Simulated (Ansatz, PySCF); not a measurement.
C₃H₆BNO, SMILES B(N)(C#C)OC. Atoms are numbered in the order given.

```xyz
12

C     -1.4590     1.8064     0.7567
C     -0.9268     0.8004     0.3265
B     -0.2549    -0.4856    -0.2236
N     -1.0566    -1.5270    -0.7150
O      1.0996    -0.6423    -0.2474
C      2.0141     0.3126     0.2092
H     -1.9314     2.6946     1.1364
H     -2.0641    -1.4826    -0.7294
H     -0.6560    -2.3798    -1.0814
H      2.6872     0.6060    -0.6130
H      2.6302    -0.1180     1.0155
H      1.5150     1.2171     0.5938
```

The structure is a stationary point at PBE0-D3(BJ)/def2-SVP. This is a generated structure with no PubChem entry under its InChIKey; it may be hypothetical. One conformer was computed; it need not be the lowest.

Two levels are set side by side: PBE-D3(BJ)/def2-SVP (Ansatz, a program for electronic structure) and PBE0-D3(BJ)/def2-SVP (Ansatz). Each level has its own optimised geometry; the coordinates shown are those of the second. Frequencies come from the Hessian of PySCF at each geometry. Differences are taken from unrounded values.

| quantity | PBE0-D3(BJ) |
|---|---|
| mean bond length (Å) | 1.212 |
| bond C1–C2 (Å) | 1.217 |
| bond C2–B3 (Å) | 1.552 |
| bond B3–N4 (Å) | 1.403 |
| bond B3–O5 (Å) | 1.364 |
| bond O5–C6 (Å) | 1.399 |
| bond C1–H7 (Å) | 1.075 |
| bond N4–H8 (Å) | 1.009 |
| bond N4–H9 (Å) | 1.011 |
| bond C6–H10 (Å) | 1.102 |
| bond C6–H11 (Å) | 1.102 |
| bond C6–H12 (Å) | 1.102 |
| highest harmonic wavenumber (cm⁻¹) | 3772 |
| mean harmonic wavenumber (cm⁻¹) | 1371 |
| zero-point energy (kcal/mol) | 58.80 |

**Question.** What does PBE-D3(BJ) give, and how far is it from PBE0-D3(BJ)? (An estimate is asked for; the answer gives what the named calculation found.)

**Answer.** 
```
quantity                            PBE-D3(BJ)  PBE-D3(BJ) minus PBE0-D3(BJ)
----------------------------------  ----------  ----------------------------
mean bond length (Å)                     1.221                         0.009
bond C1–C2 (Å)                           1.229                         0.012
bond C2–B3 (Å)                           1.551                        -0.001
bond B3–N4 (Å)                           1.413                         0.010
bond B3–O5 (Å)                           1.377                         0.013
bond O5–C6 (Å)                           1.412                         0.014
bond C1–H7 (Å)                           1.082                         0.007
bond N4–H8 (Å)                           1.017                         0.008
bond N4–H9 (Å)                           1.020                         0.009
bond C6–H10 (Å)                          1.111                         0.009
bond C6–H11 (Å)                          1.111                         0.009
bond C6–H12 (Å)                          1.111                         0.009
highest harmonic wavenumber (cm⁻¹)        3654                          -119
mean harmonic wavenumber (cm⁻¹)           1323                           -48
zero-point energy (kcal/mol)             56.74                         -2.06
```

GGA bonds tend to be longer and softer than those of functionals with exact exchange. Differences between two approximate levels are no errors against the true value.
